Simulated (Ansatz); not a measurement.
Basis sets compared for Mo(NH)2(OH)2 (MoN₂O₂H₄). Charge 0, multiplicity 1. Geometry B3LYP-D4/def2-SVP. Ansatz on 4 threads of Arm Neoverse V1 on a shared host; times are rough, and most runs start from earlier orbitals.

```xyz
9

Mo    0.033   -0.082   -0.074
N     1.124    0.871    0.881
H     1.392    1.591    1.551
N    -1.620    0.352    0.222
H    -2.387    0.861    0.659
O     0.228   -1.914    0.392
H     1.038   -2.219    0.822
O     0.451    0.242   -1.899
H    -0.259    0.297   -2.553
```

In the def2 sets Mo takes a core potential; there is no spin–orbit coupling. The restricted singlet is unstable towards broken spin symmetry in Hartree–Fock (as tested in another run); at PBE-D4/def2-SVP, PBE-D4/def2-TZVPD, r2SCAN-D4/def2-TZVP, r2SCAN-D4/def2-TZVPD and others this wasn't settled.

Binding counts from free atoms (Mo septet, N quartet, H doublet, O triplet) in the same basis, without a counterpoise term.

```tsv
level	functions	energy (Eh)	HOMO (eV)	LUMO (eV)	binding per atom (eV)	wall time
PBE-D4/def2-SVP	107	-330.2331	-6.13	-1.81	4.16	1 s
PBE-D4/def2-TZVP	188	-330.5694	-6.34	-2.08	4.12	1.7 s
r2SCAN-D4/def2-TZVP	188	-330.7132	-6.64	-2.03	3.87	3.3 s
PBE0-D4/def2-SVP	107	-330.1547	-7.58	-1.11	3.82	1.2 s
PBE0-D4/def2-TZVP (with forces)	188	-330.4901	-7.71	-1.33	3.80	3.1 s
```

Estimate the rows for PBE-D4/def2-TZVPD, r2SCAN-D4/def2-TZVPD, PBE0-D4/def2-TZVPD.


| level | functions | energy (Eh) | HOMO (eV) | LUMO (eV) | binding per atom (eV) | wall time |
| --- | --- | --- | --- | --- | --- | --- |
| PBE-D4/def2-TZVPD | 230 | -330.5740 | -6.41 | -2.20 | 4.13 | 2.6 s |
| r2SCAN-D4/def2-TZVPD | 230 | -330.7169 | -6.68 | -2.11 | 3.88 | 4.4 s |
| PBE0-D4/def2-TZVPD | 230 | -330.4943 | -7.76 | -1.44 | 3.81 | 3.2 s |
